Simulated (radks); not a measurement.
Charge is removed step by step from the 2p up level of the nitrogen ion N+, starting from [He] 2s2 2p(up 2, down 0). Calculated with a radial shooting solver on a logarithmic mesh with Libxc functionals: scalar-relativistic Kohn-Sham, PBEsol, spin-polarised, spherical densities, finite nucleus; Fermi nuclear charge, rms radius 2.5582 fm.

removed (e) = 0: E - E(0) (eV) 0.000; eigenvalue (eV) -21.960; E minus straight line (eV) 0.000
removed (e) = 0.25: E - E(0) (eV) 5.972; eigenvalue (eV) -25.843; E minus straight line (eV) -1.525
removed (e) = 0.5: E - E(0) (eV) 12.935; eigenvalue (eV) -29.887; E minus straight line (eV) -2.058
removed (e) = 0.75: E - E(0) (eV) 20.927; eigenvalue (eV) -34.080; E minus straight line (eV) -1.562
removed (e) = 1: E - E(0) (eV) 29.986; eigenvalue (eV) -38.412; E minus straight line (eV) 0.000

Removing the whole electron costs 29.986 eV by Delta-SCF, against 21.960 eV from minus the eigenvalue at the starting occupation. Slater's transition state (half an electron removed) gives 29.887 eV. Integrating minus the eigenvalue over the occupation (Janak's theorem) gives 29.987 eV. In this scalar-relativistic scheme the density is built from large components alone, so the theorem holds only approximately. The mean slope of the eigenvalue, de/dn, is 16.5 eV per electron. Ionisation energy of N+ in the NIST Atomic Spectra Database: 29.601 eV (semi-empirical).
